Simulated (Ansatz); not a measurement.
Species: SnH₂Cl, charge 0, doublet. SnH2Cl (SMILES [SnH2][Cl], doublet).
B3LYP-D3(BJ)/def2-TZVP minimum from Ansatz (a program for electronic structure):
```xyz
4

Sn    -0.2951     0.4516     0.1895
Cl     0.8377    -1.4735    -0.6029
H      0.0947     1.6914    -0.9581
H      0.4222     0.7761     1.7341
```
Charge 0, spin multiplicity 2.

Atomisation energy term by term, kcal/mol (programs: Ansatz). Open shells are spin-unrestricted; no spin-orbit coupling. Cores are frozen in correlated methods (noble-gas shells, and filled d and f shells in the p block). Past Kr the def2 sets carry scalar-relativistic core potentials. CBS(X,Y): correlation extrapolated as X^-3, Hartree-Fock from the larger set. A bracket is a step between two methods taken in the basis named. Where a partner has so few electrons that a lower coupled-cluster level is exact, that level stands in. Spin-orbit terms, left out, reach several kcal/mol for Br and I, and more for heavier atoms.

```
term                                     basis  kcal/mol
------------------  --------------------------  --------
Hartree-Fock                        def2-QZVPP    141.73
CCSD correlation    CBS(def2-TZVPP,def2-QZVPP)     53.89
(T)                 CBS(def2-TZVPP,def2-QZVPP)      3.49
CCSDT(Q) - CCSD(T)                  def2-TZVPP      0.18
CCSDTQ - CCSDT(Q)                     def2-SVP     -0.02
sum: De                                            199.3
```

The step beyond CCSD(T) by other levels: CCSDTQ in def2-SVP 0.40; CCSDT(Q) in def2-SVP 0.42 kcal/mol.
